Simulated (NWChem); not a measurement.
System meant: CHBrCl₂; SMILES ClC(Cl)Br

The following NWChem deck was run.

```
start job
memory heap 200 mb stack 900 mb global 1100 mb
geometry units angstroms noautoz
  Cl    -0.078796     1.312127    -1.456861
  C      0.479311     0.495780     0.000000
  Cl    -0.078796     1.312127     1.456861
  Br    -0.034026    -1.373169     0.000000
  H      1.573461     0.512275     0.000000
end
basis spherical
  * library def2-svp
end
dft
  odft
  mult 2
  xc pbe0
  iterations 150
  mulliken
end
task dft energy
```

End of the output:

```
                                 NWChem DFT Module
                                 -----------------

 Summary of "ao basis" -> "ao basis" (spherical)
 ------------------------------------------------------------------------------
       Tag                 Description            Shells   Functions and Types
 ---------------- ------------------------------  ------  ---------------------
 Cl                         def2-svp                 8       18   4s3p1d
 C                          def2-svp                 6       14   3s2p1d
 Br                         def2-svp                12       32   5s4p3d
 H                          def2-svp                 3        5   2s1p

 Summary of "ao basis" -> "ao basis" (spherical)
 ------------------------------------------------------------------------------
       Tag                 Description            Shells   Functions and Types
 ---------------- ------------------------------  ------  ---------------------
 Cl                         def2-svp                 8       18   4s3p1d
 C                          def2-svp                 6       14   3s2p1d
 Br                         def2-svp                12       32   5s4p3d
 H                          def2-svp                 3        5   2s1p

      Symmetry analysis of basis
      --------------------------

        a'         54
        a"         33

  number of electrons :                   76
  multiplicity        :                    2
 ------------------------------------------------------------------------
  no. of electrons and multiplicity not compatible                  76
 ------------------------------------------------------------------------
 ------------------------------------------------------------------------
  current input line :
    20: task dft energy
 ------------------------------------------------------------------------
 ------------------------------------------------------------------------
 There is an error in the input file
 ------------------------------------------------------------------------
 For more information see the NWChem manual at https://nwchemgit.github.io

0: no. of electrons and multiplicity not compatible:Received an Error in Communication
```

### Question
What is wrong, and how is it mended?

### Answer
The program refused the input. Cause: the multiplicity doesn't fit the number of electrons (an even count wants an odd multiplicity, and the reverse). This input runs:
```
start job
memory heap 200 mb stack 900 mb global 1100 mb
geometry units angstroms noautoz
  Cl    -0.078796     1.312127    -1.456861
  C      0.479311     0.495780     0.000000
  Cl    -0.078796     1.312127     1.456861
  Br    -0.034026    -1.373169     0.000000
  H      1.573461     0.512275     0.000000
end
basis spherical
  * library def2-svp
end
dft
  xc pbe0
  iterations 150
  mulliken
end
task dft energy
```
It converges to -3531.96915 Ha (PBE0/def2-SVP).
